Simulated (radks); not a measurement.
The numbers below are computed, except where a source is named.
Valence configurations of Tc III (all share [Kr]). Code: a radial shooting solver on a logarithmic mesh with Libxc functionals. Model: scalar-relativistic Kohn-Sham, r2SCAN, spin-polarised, spherical densities, finite nucleus; open shells are filled with parallel spins first (spin-orbit coupling, left out, can overturn this in heavy ions); meta-GGA in the generalised Kohn-Sham scheme; Fermi nuclear charge, rms radius 4.4112 fm. Energies are relative to 4d5; eigenvalues in eV for spin up.

\begin{tabular}{lrrrrr}
valence & E (eV) & moment (Bohr magnetons) & e(4d) & e(5p) & e(5s) \\ \hline
4d5 & 0.000 & 5 & -24.143 & - & - \\
4d4.5 5p0.5 & 5.832 & 5 & -26.288 & -14.192 & - \\
4d4 5s1 & 5.950 & 5 & -27.397 & - & -21.036 \\
4d4 5p1 & 12.109 & 5 & -28.381 & -15.369 & - \\
4d3 5s2 & 15.782 & 3 & -30.486 & - & -22.048 \\
\end{tabular}

NIST lists [Kr] 4d5 as the ground configuration; this level of theory agrees among the configurations tried. The energies are those of spherical high-spin densities, not of single terms.
